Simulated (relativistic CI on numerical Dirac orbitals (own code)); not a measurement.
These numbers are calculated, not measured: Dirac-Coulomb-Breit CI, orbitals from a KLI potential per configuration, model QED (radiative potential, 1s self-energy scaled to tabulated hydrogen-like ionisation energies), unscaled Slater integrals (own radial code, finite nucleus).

Configuration list (outside the closed core [Kr] 4d10): 4f14.5s2.5p6.5d, 4f14.5s2.5p6.6s, 4f14.5s2.5p6.5f, 4f14.5s2.5p6.6p, 4f14.5s2.5p5.5d2, 4f14.5s2.5p6.5g, 4f14.5s2.5p6.6d, 4f14.5s2.5p6.7s, 4f14.5s.5p6.5d2, 4f14.5s2.5p5.5d.5f, 4f14.5s2.5p6.7p, 4f13.5s2.5p6.5d2, 4f14.5s2.5p6.6f, 4f14.5s2.5p6.7d, 4f14.5s2.5p5.5d.6s, 4f14.5s2.5p6.8s, 4f14.5s2.5p5.5d.5g, 4f14.5s2.5p6.8p, 4f13.5s2.5p6.5d.6s, 4f14.5s2.5p5.5d.6p, 4f14.5s.5p6.5d.5f, 4f13.5s2.5p6.5d.6p, 4f14.5p6.5d3, 4f14.5p5.5d4. Double excitations out of closed p, d and f shells are left out; levels of such configurations are missing from the list, as are those of other unlisted configurations, and high levels can miss mixing partners. These lack a partner that the ground configuration has and come out too high: 4f14.5s2.5p5.5d.5f, 4f13.5s2.5p6.5d2, 4f14.5s2.5p5.5d.6s, 4f14.5s2.5p5.5d.5g, 4f13.5s2.5p6.5d.6s.

At this charge configurations can still be misplaced by up to about 7 % of their energy. Levels and lines within the n = 5 or 6 shells can be off by up to 10 % or somewhat more, and those that change n by about 2 %, since core polarisation is missing. Levels that differ in their count of f electrons can be misplaced by several ten thousand cm⁻¹, since the correlation energy of f electrons is missing or only estimated; rates across such gaps can be off by orders of magnitude.

Outline of the computed level scheme of Os VIII. Lowest level of each configuration: 4f14.5s2.5p6.5d 2D_3/2 at 0.0000 eV; 4f14.5s2.5p6.6s 2S_1/2 at 19.0173 eV; 4f14.5s2.5p6.6p 2P°_1/2 at 29.9617 eV; 4f14.5s2.5p6.5f 2F°_5/2 at 44.1028 eV; 4f14.5s2.5p5.5d2 4D°_1/2 at 44.1136 eV; 4f14.5s2.5p6.6d 2D_3/2 at 49.0064 eV; 4f14.5s2.5p6.7s 2S_1/2 at 54.4202 eV; 4f13.5s2.5p6.5d2 4F°_7/2 at 57.1542 eV.

Some strong electric-dipole decays among the lowest 45 levels: 4f14.5s2.5p5.5d2 2F°_5/2 → 4f14.5s2.5p6.5d 2D_3/2 (5.3e+10 s⁻¹); 4f14.5s2.5p5.5d2 2P°_1/2 → 4f14.5s2.5p6.5d 2D_3/2 (5.1e+10 s⁻¹); 4f14.5s2.5p5.5d2 2G°_7/2 → 4f14.5s2.5p6.5d 2D_5/2 (4.4e+10 s⁻¹); 4f14.5s2.5p5.5d2 2P°_3/2 → 4f14.5s2.5p6.5d 2D_5/2 (4.0e+10 s⁻¹); 4f14.5s2.5p5.5d2 2D°_3/2 → 4f14.5s2.5p6.5d 2D_3/2 (3.0e+10 s⁻¹); 4f14.5s2.5p5.5d2 4F°_5/2 → 4f14.5s2.5p6.5d 2D_5/2 (3.0e+10 s⁻¹); 4f14.5s2.5p5.5d2 4F°_5/2 → 4f14.5s2.5p6.5d 2D_3/2 (1.9e+10 s⁻¹); 4f14.5s2.5p6.5f 2F°_7/2 → 4f14.5s2.5p6.5d 2D_5/2 (1.7e+10 s⁻¹).

LS names give the leading component of a level, which can be under half, so a name can repeat, a term be missing and a line seem to break the LS rules.
